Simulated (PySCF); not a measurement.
## Electron correlation in Cl⁺ (chlorine, charge +1)

[Ne] 3s2 3p3 3d1, high-spin 5D determinant (an excited configuration). Calculation: PySCF 2.14, in x2c-TZVPPall with one added diffuse shell each of s, p, d type (6s6p4d1f, 51 functions); scalar relativity by spin-free X2C-1e. Frozen: [Ne]; 6 electrons correlated.

| level | correlation energy (mhartree) |
| --- | --- |
| CCSD | -122.33 |
| (T) | -3.18 |
| CCSD(T) | -125.51 |

Diagnostics: T1 = 0.0031, D1 = 0.0057, largest double amplitude 0.049.

The outer electron is Rydberg-like, and this basis confines it to a smaller radius and binds it less than a complete one would.

Cost of the coupled-cluster step: of the order of 1.7 core-seconds, for 6 correlated electrons.
